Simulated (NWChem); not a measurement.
**A calculation on H2Ga (+1)**

```xyz
3

Ga     0.0000     0.0000     0.0000
H      0.0000     0.0000     1.5359
H      0.0000     0.0000    -1.5359
```
Charge +1, spin multiplicity 1.

Everything below was run with NWChem. All single points use one geometry, from B3LYP/def2-SVP, a minimum by its harmonic frequencies.

Symmetry labels belong to the abelian group D2h used in the runs, with the axes of the coordinates shown; states degenerate in a higher group split over its labels.

The Hamiltonian is non-relativistic. B3LYP has NWChem's definition, with VWN1-RPA local correlation. The spin multiplicity of the parent species was assumed, not shown to be that of its ground state. The structure started from a generated list of species.

**Question.** List the lowest 3 singlet excitations that TD-B3LYP/def2-SVPD, VWN1-RPA local correlation gives, with oscillator strengths.

**Answer.** 
```json
[
 {"state": "1", "symmetry": "b2g", "energy (eV)": "6.46", "wavelength (nm)": "192", "f": "0.000"},
 {"state": "2", "symmetry": "b3g", "energy (eV)": "6.46", "wavelength (nm)": "192", "f": "0.000"},
 {"state": "3", "symmetry": "b1u", "energy (eV)": "9.93", "wavelength (nm)": "125", "f": "1.124"}
]
```
